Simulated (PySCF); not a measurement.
SMILES c1c(C(C)=O)cc(C=C)cc1, singlet, GFN2-xTB optimised geometry. Atoms within 1.6 Å of the plane z = 0.0 Å (x, y, z in Å): C1 (-3.36, -1.92, 0.00), C2 (-2.04, -1.73, 0.00), C3 (-1.34, -0.45, 0.00), C4 (-2.01, 0.78, 0.00), C5 (-1.30, 1.97, 0.00), C6 (0.08, 1.95, 0.00), C7 (0.77, 0.74, 0.00), C8 (2.26, 0.79, 0.00), C9 (3.00, -0.52, -0.04), O10 (2.85, 1.85, 0.03), C11 (0.05, -0.45, 0.00), H12 (-3.78, -2.91, 0.00), H13 (-4.07, -1.11, -0.01), H14 (-1.39, -2.59, 0.00), H15 (-3.09, 0.81, 0.00), H16 (-1.83, 2.91, 0.00), H17 (0.65, 2.87, 0.00), H18 (2.72, -1.08, -0.93), H19 (2.75, -1.12, 0.84), H20 (4.07, -0.33, -0.05), H21 (0.56, -1.40, 0.00).

Level of theory: CAM-B3LYP/def2-SVP in PySCF. Cells within 0.4 Å of a nucleus heavier than hydrogen are left out (blank, or x).

Map of the log10 of the electron density (e/bohr³), floored at −4 on the plane z = 0.0 Å:

```
|00000000000000000000000000000|
|00000000000000000000000000000|
|00000000000000000000000000000|
|00000000000000000000000000000|
|00000000000000000000000000000|
|00000000123211222100000000000|
|00000001345533454321110000000|
|00000002467755677534442000000|
|00000002479877898656765300000|
|00000013478x88x97568986410000|
|00000134578xx9xx7679xx7520000|
|00001356789988898789997420000|
|000014689xx8768xx89x875421000|
|0000235788x87689x88x876542000|
|00013455678988998778988763100|
|00135665578x99x97568xx9864100|
|00146887678988897557887753100|
|0014689888x876797556776532000|
|001357xx9xx865676444554320000|
|00135799888975444323332100000|
|00035798667874322111110000000|
|00024676545653200000000000000|
|00013454323332000000000000000|
|00001232111110000000000000000|
|00000000000000000000000000000|
|00000000000000000000000000000|
|00000000000000000000000000000|
|00000000000000000000000000000|
|00000000000000000000000000000|
```
Scale: ten equal steps from -4.00 (start of '0') to -0.211 (end of '9'), in the order '0123456789'; x runs from -6.50 to 6.50, y from -6.50 (bottom) to 6.50 (top).
